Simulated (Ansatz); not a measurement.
C3H9NSi can be A, `CC(C)[Si]N`, or B, `CC([SiH3])C=N`.

Gas-phase electronic energies from Ansatz, PBE0-D4/def2-TZVP geometries. CCSD(T)/CBS adds triple-zeta CCSD(T) − MP2 to the extrapolated MP2 energy (def2 sets, frozen cores). Functionals use def2-TZVPP. B3LYP here is the variant with VWN-RPA as its local correlation; programs differ in this. One conformer a species, not always the lowest.

Problem. Which is lower in electronic energy at CCSD(T)/CBS, and by how much? (An estimate is asked.)

Solution. The calculation gave: A, by 67.5 kJ/mol.

Problem. Give E(B) − E(A) in kJ/mol with MP2/def2-TZVPP, PBE0-D4, PBE-D4, r2SCAN-D4, B3LYP, ωB97M-V, B2PLYP. (Estimate.)

Solution. The calculation gave: MP2/def2-TZVPP 65.0, PBE0-D4 68.1, PBE-D4 67.1, r2SCAN-D4 58.6, B3LYP 60.7, ωB97M-V 73.6, B2PLYP 61.5. None reverses the order clearly.

Largest T1 diagnostic: 0.012.

In def2-TZVPP, CCSD(T) changes the Hartree–Fock value by +21.8 kJ/mol (the triples alone add −1.0 kJ/mol) and MP2 by +24.2 kJ/mol.
